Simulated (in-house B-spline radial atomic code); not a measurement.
Orbital energies and mean radii along the 1-electron series, configuration 1s1. The effective charge is n√(-2ε), a non-relativistic measure. Computed with a radial B-spline atomic code at the basis-set limit: non-relativistic Hartree-Fock, average of the configuration, point nuclei.

This level leaves out relativity, spin-orbit splitting included, which matters for heavy ions.

```tsv
ion	Z	energy of 1s (Eh)	mean radius of 1s (bohr)	effective charge of 1s
Nd59+	60	-1800	0.025	60
Pm60+	61	-1860.5	0.02459	61
Sm61+	62	-1922	0.024194	62
Eu62+	63	-1984.5	0.02381	63
Gd63+	64	?	?	?
Tb64+	65	?	?	?
Dy65+	66	-2178	0.022727	66
Ho66+	67	?	?	?
Er67+	68	-2312	0.022059	68
Tm68+	69	-2380.5	0.021739	69
```

Problem. Fill in the row of Gd63+.

Solution. energy of 1s (Eh): -2048; mean radius of 1s (bohr): 0.023438; effective charge of 1s: 64.

Problem. Fill in the row of Tb64+.

Solution. energy of 1s (Eh): -2112.5; mean radius of 1s (bohr): 0.023077; effective charge of 1s: 65.

Problem. Fill in the row of Ho66+.

Solution. energy of 1s (Eh): -2244.5; mean radius of 1s (bohr): 0.022388; effective charge of 1s: 67.

Problem. How does the screening of 1s change?

Solution. Z less the effective charge goes from 0.00 at Z = 60 to 0.00 at Z = 69.
